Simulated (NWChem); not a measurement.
C$_{2}$H$_{2}$N$_{2}$O; SMILES o1cnnc1

Program: NWChem. Each level has its own optimisation; frequencies are unscaled.

For level PBE0/def2-SVP:

| Quantity | Result |
|---|---|
| r C–O (Å) | 1.345 |
| r N–N (Å) | 1.376 |
| lowest (cm⁻¹) | 664 |
| zero-point energy (kcal/mol) | 29.7 |
| dipole (D) | 3.20 |

**Question.** What are these values for level B3LYP/3-21G?

**Answer.** The r C–O (Å) is 1.405. The r N–N (Å) comes out as 1.500, the lowest (cm⁻¹) is 618 and the zero-point energy (kcal/mol) comes out as 28.2. The dipole (D) is 2.98.
